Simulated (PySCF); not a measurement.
## Electron correlation in Ar⁺ (argon, charge +1)

[Ne] 3s2 3p5, 2P determinant. Computed with PySCF 2.14 in x2c-SVPall (4s3p1d, 18 functions), with scalar relativity by spin-free X2C-1e. Frozen: [Ne]; 7 electrons correlated.

MP2 pair energies summed by pair of shells (mhartree):

```csv
pair,energy,share (%)
3p-3p,-78.46,68.7
3s-3p,-29.07,25.4
3s-3s,-6.71,5.9
```

Total MP2 correlation energy: -114.24 mhartree.

Same-spin part -28.81 and opposite-spin part -85.43 mhartree; SCS-MP2 scales them by 1/3 and 6/5 to -112.12 mhartree.

```csv
level,correlation energy (mhartree)
CCSD,-130.69
(T),-0.88
CCSD(T),-131.57
```

Diagnostics: T1 = 0.0043, D1 = 0.0158, largest double amplitude 0.050.

Cost of the coupled-cluster step: 0.08 s of wall time on 1 thread of Neoverse-V1 (shared host), for 7 correlated electrons.
